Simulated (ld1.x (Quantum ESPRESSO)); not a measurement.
# Pseudopotential generation for manganese: TM, BP86, fully relativistic.

The input file (ld1.x (Quantum ESPRESSO) 7.5):

```
&input
   title='Mn', zed=25., rel=2, dft='BP', iswitch=3,
   config='[Ar] 3d5 4s2 4p0', rel_dist='average',
   nld=5, rlderiv=2.20, eminld=-6.0, emaxld=5.0, deld=0.02
 /
 &inputp
   pseudotype=2, tm=.true., lloc=0,
   nlcc=.true., new_core_ps=.true.,
   file_pseudopw='Mn.UPF', file_wfcaegen='ae.wfc', file_wfcncgen='nc.wfc', file_beta='beta', file_chi='chi'
 /
3
3P  2  1   6.00   0.00  1.50  1.50  0.0
3D  3  2   5.00   0.00  1.65  1.65  0.0
4S  1  0   2.00   0.00  2.00  2.00  0.0
 &test
   configts(1)='3p6 3d5 4s2 4p0'
 /
```

Command:

```bash
ld1.x < Mn.in > Mn.out
```

Output (shortened: banner, matrices, multipoles, cross overlaps and the repeated all-electron block are left out):

```
Program LD1 v.7.5
     --------------------------- All-electron run ----------------------------

     Mn
     dirac relativistic calculation

     atomic number is 25.00
     dft =BP   lsd =0 sic =0 latt =0  beta=0.20 tr2=1.0E-14
     Exchange-correlation= BP
                           (   1   1   1   1   0   0   0)
     mesh =1187 r(mesh) = 100.09544 a.u. xmin = -7.00 dx = 0.01250
     1 Ry =  13.60569312 eV, c = 137.03599908

     n l j   nl                  e(Ry)          e(Ha)          e(eV)
     Spin orbit split results
     1 0 0.5 1S 1( 2.00)      -472.6443      -236.3222     -6430.6537
     2 0 0.5 2S 1( 2.00)       -54.6942       -27.3471      -744.1523
     2 1 0.5 2P 1( 2.00)       -46.8433       -23.4216      -637.3353
     2 1 1.5 2P 1( 4.00)       -46.0763       -23.0381      -626.8995
     3 0 0.5 3S 1( 2.00)        -6.3173        -3.1587       -85.9513
     3 1 0.5 3P 1( 2.00)        -4.0816        -2.0408       -55.5327
     3 1 1.5 3P 1( 4.00)        -3.9880        -1.9940       -54.2596
     3 2 1.5 3D 1( 2.00)        -0.5131        -0.2566        -6.9818
     3 2 2.5 3D 1( 3.00)        -0.5045        -0.2522        -6.8637
     4 0 0.5 4S 1( 2.00)        -0.3873        -0.1936        -5.2690
     4 1 0.5 4P 1( 0.00)        -0.1099        -0.0549        -1.4949
     4 1 1.5 4P 1( 0.00)        -0.1068        -0.0534        -1.4531
     Averaged results
     1 0     1S 1( 2.00)      -472.6443      -236.3222     -6430.6537
     2 0     2S 1( 2.00)       -54.6942       -27.3471      -744.1523
     2 1     2P 1( 6.00)       -46.3319       -23.1660      -630.3781
     3 0     3S 1( 2.00)        -6.3173        -3.1587       -85.9513
     3 1     3P 1( 6.00)        -4.0192        -2.0096       -54.6839
     3 2     3D 1( 5.00)        -0.5079        -0.2540        -6.9109
     4 0     4S 1( 2.00)        -0.3873        -0.1936        -5.2690
     4 1     4P 1( 0.00)        -0.1078        -0.0539        -1.4670

     final scf error:  9.8E-15 reached in  27 iterations

     Etot =   -2317.461056 Ry,   -1158.730528 Ha,  -31530.663957 eV

     Ekin =    2347.134011 Ry,    1173.567005 Ha,   31934.385066 eV
     Encl =   -5535.475072 Ry,   -2767.737536 Ha,  -75313.975122 eV
     Eh   =     975.630912 Ry,     487.815456 Ha,   13274.134796 eV
     Exc  =    -104.750907 Ry,     -52.375454 Ha,   -1425.208696 eV

     normalization and overlap integrals

     s(1S/1S) =  1.000000  <r> =   0.0609  <r2> =    0.0050  r(max) =   0.0400
     s(2S/2S) =  1.000000  <r> =   0.2792  <r2> =    0.0922  r(max) =   0.2331
     s(2P/2P) =  1.000000  <r> =   0.2451  <r2> =    0.0740  r(max) =   0.1861
     s(2P/2P) =  1.000000  <r> =   0.2480  <r2> =    0.0756  r(max) =   0.1885
     s(3S/3S) =  1.000000  <r> =   0.8513  <r2> =    0.8370  r(max) =   0.7361
     s(3P/3P) =  1.000000  <r> =   0.8981  <r2> =    0.9522  r(max) =   0.7454
     s(3P/3P) =  1.000000  <r> =   0.9073  <r2> =    0.9717  r(max) =   0.7547
     s(3D/3D) =  1.000000  <r> =   1.2204  <r2> =    2.0178  r(max) =   0.7547
     s(3D/3D) =  1.000000  <r> =   1.2272  <r2> =    2.0423  r(max) =   0.7642
     s(4S/4S) =  1.000000  <r> =   3.0763  <r2> =   10.9830  r(max) =   2.5058
     s(4P/4P) =  1.000000  <r> =   4.3797  <r2> =   22.9993  r(max) =   3.3825
     s(4P/4P) =  1.000000  <r> =   4.4287  <r2> =   23.5230  r(max) =   3.4251

     ------------------------ End of All-electron run ------------------------

     --------------------- Generating NC pseudopotential ---------------------

      Generating local pot.: lloc=0, matching radius rcloc =   2.0000

      Computing core charge for nlcc:

       r > 0.42 : true rho core
      Core charge pseudized with two Bessel functions
      Integrated core pseudo-charge :   8.52

     Fully relativistic calculation: |psi|^2

     Wfc 3P LC norm =  0.99972279 SC norm =  0.00027712 missing  0.00000009

     Wfc 3P LC norm =  0.99972720 SC norm =  0.00027250 missing  0.00000030

     Wfc 3D LC norm =  0.99983520 SC norm =  0.00016478 missing  0.00000002

     Wfc 3D LC norm =  0.99983644 SC norm =  0.00016039 missing  0.00000318

      Wfc   3P  rcut= 1.501  Using Troullier-Martins method

      Wfc   3P  rcut= 1.501  Using Troullier-Martins method

      Wfc   3D  rcut= 1.659  Using Troullier-Martins method

      Wfc   3D  rcut= 1.659  Using Troullier-Martins method

     ------------------- End of pseudopotential generation -------------------

     Computing logarithmic derivative in   2.19766
     Computing logarithmic derivative in   2.19766
     Computing the partial wave expansion
       no projector for channel:   0
     R is outside the sphere for l=    1 j= 0.50
     R is outside the sphere for l=    1 j= 1.50
     R is outside the sphere for l=    2 j= 1.50
     R is outside the sphere for l=    2 j= 2.50

     ---------------------- Testing the pseudopotential ----------------------

     Mn
     dirac relativistic calculation

     atomic number is 25.00   valence charge is 13.00
     dft =BP   lsd =0 sic =0 latt =0  beta=0.20 tr2=1.0E-14
     mesh =1187 r(mesh) = 100.09544 xmin = -7.00 dx = 0.01250

     n l  j  nl             e AE (Ry)       e PS (Ry)    De AE-PS (Ry)
     2 1 0.5 3P   1( 2.00)       -4.08158       -4.08157       -0.00000
     2 1 1.5 3P   1( 4.00)       -3.98800       -3.98801        0.00000
     3 2 1.5 3D   1( 2.00)       -0.51315       -0.51315       -0.00000
     3 2 2.5 3D   1( 3.00)       -0.50447       -0.50448        0.00001
     1 0 0.5 4S   1( 2.00)       -0.38726       -0.38726       -0.00000
     3 1 0.5 4P   1( 0.00)       -0.10987       -0.07175       -0.03812  !
     3 1 1.5 4P   1( 0.00)       -0.10680       -0.07063       -0.03617  !

     eps = 1.8E-16  iter = 15

     Etot =   -2317.461056 Ry,   -1158.730528 Ha,  -31530.663957 eV
     Etotps =  -179.513077 Ry,     -89.756539 Ha,   -2442.399841 eV

     Ekin =      89.536553 Ry,      44.768277 Ha,    1218.206866 eV
     Encl =    -212.375499 Ry,    -106.187749 Ha,   -2889.515864 eV
     Ehrt =     122.634702 Ry,      61.317351 Ha,    1668.530125 eV
     Ecxc =     -54.580983 Ry,     -27.290491 Ha,    -742.612103 eV
     (Ecc =     -33.450766 Ry,     -16.725383 Ha,    -455.120857 eV)
     Epseu=    -124.727851 Ry,     -62.363925 Ha,   -1697.008865 eV

     ---------------------- End of pseudopotential test ----------------------
```

Generation and configuration tests took about 2.3 s on one core of a shared server CPU.
